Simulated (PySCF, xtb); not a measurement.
H2Te2, SMILES [TeH][TeH].

The structure is a stationary point at B3LYP-D3(BJ)/def2-TZVP. The def2 effective core potentials stand for the cores of Te; spin–orbit coupling is left out.

Computed with C-PCM-PBE0/def2-SVP in PySCF.

The values are the electrostatic part of the solvation free energy, E(continuum) − E(gas) at the gas-phase geometry, in a cavity of scaled van der Waals radii (PySCF's table); cavitation and dispersion terms are not included. In vacuum the orbital gap is 4.41 eV. The dipole moment in vacuum is 0.44 D.

```tsv
solvent	ε	ΔG(elec) (kcal/mol)	dipole (D)	gap (eV)
water	78.36	-2.2	0.73	4.54
1-octanol	9.86	-2.0	0.69	4.53
dimethylsulfoxide	46.83	-2.2	0.72	4.54
```

For comparison, GFN2-xTB/ALPB(water) (xtb, at the GFN2-xTB geometry, all terms of that model) gives -1.8 kcal/mol.
